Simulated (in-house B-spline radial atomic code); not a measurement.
Values are calculated unless marked as measured or tabulated.
**Ghost states of the separable form: N**

N, [He] 2s2 2p3, non-relativistic LDA (VWN5), spherical and spin-unpolarised, from an all-electron radial atomic-structure program (B-spline basis) (atomic units; all potentials screened as in the neutral atom).

Troullier-Martins channels: 2s (ε = -0.6762, r_c = 0.859 bohr), 2p (ε = -0.2663, r_c = 1.281 bohr). In the Kleinman-Bylander form one channel serves as the local potential, and each other channel l becomes |δV u><u δV|/<u|δV|u>, with δV = V_l − V_local and u the pseudo-orbital. Its strength is E_KB = <u|δV²|u>/<u|δV|u>. By the analysis of Gonze, Stumpf and Scheffler a spurious state lies below the reference level ε if E_KB > 0 and ε is above the second level of the local potential alone, or if E_KB < 0 and ε is above its first. The table's levels are those of angular momentum l in a sphere of 9 bohr, whose wall can lift a shallow ε a little above its free-atom value.

| local | channel | <u δV u> | <u δV² u> | ε | first local level | second local level |
| --- | --- | --- | --- | --- | --- | --- |
| p | s | 0.63609 | 5.0764 | -0.6762 | -3.4930 | -0.1005 |
| s | p | -0.85873 | 6.8583 | -0.2663 | -0.0383 | 0.1509 |

Q: Apply the rule to each row.

A: Local p, channel s: E_KB = +7.98, so ε = -0.6762 is set against -0.1005: no ghost. Local s, channel p: E_KB = -7.99, so ε = -0.2663 is set against -0.0383: no ghost.

Diagonalising the separable Hamiltonian gives:

```tsv
local	channel	three lowest levels	all-electron, two lowest valence levels
p	s	-0.6762, 0.0261, 0.2758	-0.6762, 0.0261
s	p	-0.2663, 0.0879, 0.3490	-0.2663, 0.0879
```

Q: Which choices of local channel are safe?

A: All are free of ghosts. Among the safe choices the second level, which tests transfer, is off by at most 0.0 millihartree (s local), 0.0 millihartree (p local).
